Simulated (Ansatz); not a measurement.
A nudged elastic band was laid between two geometries of BH4N + H4OSi (12 atoms, charge 0, multiplicity 1).

Method: RKS B3LYP/6-31G* (Ansatz).

| Quantity | Value |
| --- | --- |
| movable images | 9 |
| climbing image | yes |
| spring | 5.0 eV/Å² |
| optimiser | quadratic models (default) |
| start path | through a guess of the saddle point |
| force threshold | 0.05 eV/Å |
| iteration limit | 37 |
| end points | relaxed |

Initial state:

```xyz
12
Properties=species:S:1:pos:R:3
B 0.279 -1.064 0.429
N 0.309 -0.246 1.567
H -0.407 -0.271 2.284
H 1.128 0.280 1.849
H 1.214 -1.045 -0.315
H -0.693 -1.728 0.224
O -0.421 2.581 0.741
Si -1.944 3.176 0.445
H -2.485 2.752 -0.881
H -2.934 2.750 1.480
H -1.830 4.654 0.471
H -0.326 1.613 0.771
```

Final state:

```xyz
12
Properties=species:S:1:pos:R:3
B -0.148 0.587 0.367
N 0.373 -0.201 1.748
H -0.430 -0.445 2.331
H 0.896 -1.052 1.535
H 0.882 0.840 -0.229
H -0.856 -0.233 -0.190
O -0.837 1.735 0.927
Si -1.960 2.701 0.226
H -3.120 1.929 -0.316
H -2.473 3.639 1.264
H -1.408 3.527 -0.891
H 0.970 0.423 2.293
```

**Question.** What changes between the two ends?

**Answer.** Bonds broken: O7–H12. Bonds formed: B1–O7, N2–H12. BH4N + H4OSi becomes BH8NOSi.

**Question.** Give the energies along the band, and the barrier.

**Answer.** The forces met the threshold. The highest image is number 5 of 0 to 10, 61.9 kJ/mol above the first end and 123.5 kJ/mol above the last; the last end lies 61.5 kJ/mol below the first. A vibrational analysis at the climbing image gives one clearly imaginary mode, 1089i cm⁻¹: a first-order saddle point. The orbitals stay closed-shell, which can raise the energy where a bond breaks towards radicals; this wasn't checked here.

| image | path coordinate (Å) | energy (kJ/mol) | O7–H12 (Å) | B1–O7 (Å) | N2–H12 (Å) |
| --- | --- | --- | --- | --- | --- |
| 0 | 0.00 | 0.0 | 0.97 | 3.72 | 2.12 |
| 1 | 1.24 | 0.9 | 0.97 | 3.53 | 2.12 |
| 2 | 2.48 | 2.4 | 0.97 | 3.39 | 2.13 |
| 3 | 3.72 | 2.7 | 0.97 | 3.45 | 2.13 |
| 4 | 4.97 | 9.9 | 0.97 | 2.86 | 2.09 |
| 5 | 6.21 | 61.9 | 1.14 | 1.68 | 1.42 |
| 6 | 6.86 | -36.2 | 1.86 | 1.48 | 1.03 |
| 7 | 7.51 | -54.7 | 2.31 | 1.45 | 1.02 |
| 8 | 8.16 | -58.7 | 2.41 | 1.45 | 1.02 |
| 9 | 8.82 | -61.2 | 2.57 | 1.45 | 1.02 |
| 10 | 9.47 | -61.5 | 2.62 | 1.45 | 1.02 |

**Question.** What is the geometry of the highest image?

**Answer.** 
```xyz
12
Properties=species:S:1:pos:R:3
B 0.110 0.340 0.308
N 0.098 -0.196 1.767
H -0.540 -0.959 1.973
H 1.000 -0.382 2.195
H 1.199 0.524 -0.158
H -0.736 -0.146 -0.399
O -0.454 1.815 0.872
Si -1.807 2.639 0.302
H -3.015 1.771 0.307
H -2.043 3.805 1.191
H -1.529 3.102 -1.078
H -0.394 1.137 1.786
```

**Question.** What are the harmonic wavenumbers there?

**Answer.** 1089i, 77, 115, 162, 413, 499, 588, 718, 727, 743, 816, 878, 906, 946, 955, 967, 998, 1122, 1174, 1243, 1320, 1643, 1918, 2250, 2264, 2284, 2554, 2635, 3531, 3619 cm⁻¹.

The run took 17 min on 1 thread of Arm Neoverse V2 (shared host), peak memory 0.16 GiB.
